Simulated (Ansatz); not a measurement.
S (SMILES [S-]), charge -1, doublet (a gas-phase anion, which may not be bound at this level); MP2/pcseg-0 run with Ansatz (a program for electronic structure).

The Ansatz input:
Ansatz 0.2 input:
```yaml
crystal:
  periodic: [false, false, false]
  atoms:
    - {symbol: S, position_ang: [0.00000000, 0.00000000, 0.00000000]}
basis:
  gaussian:
    orbitals: pcseg-0.json
total_charge: -1
magnetization: {spin_polarized: true, initial_magnetization: 1}
correlation: {method: mp2}
```
The basis file holds pcseg-0 in the JSON format of the Basis Set Exchange.

Problem. Write the output that Ansatz gives for this input, abridged.

Solution. 
```
Functional definition: HF
60 factors; integrals over basis functions are off by at most 9.9e-5 eV
mean field evaluation 1: about -10802.9353 eV, gradient 5.3e0 eV
mean field evaluation 2: about -10802.9636 eV, gradient 5.0e0 eV
mean field evaluation 4: about -10803.0942 eV, gradient 3.5e-1 eV
mean field evaluation 8: about -10803.0961 eV, gradient 3.8e-3 eV
mean field evaluation 16: about -10803.0961 eV, gradient 1.7e-4 eV
mean field evaluation 32: about -10803.0957 eV, gradient 2.2e-1 eV
mean field -10803.09608113 eV, -397.0064583799 hartree, gradient 5.8e-6 eV, S^2 0.750085; 3 other end points of the search recorded, 0 dependent functions left out
5 core orbitals not correlated
reference -10803.09608113 eV, -397.0064583799 hartree; 4, 3 occupied and 4, 5 virtual orbitals, 60 factors
second order -0.79035042 eV of doubles, -0.00000000 eV of singles
Total energy: -10803.88643154 eV, -397.0355032220 hartree
```
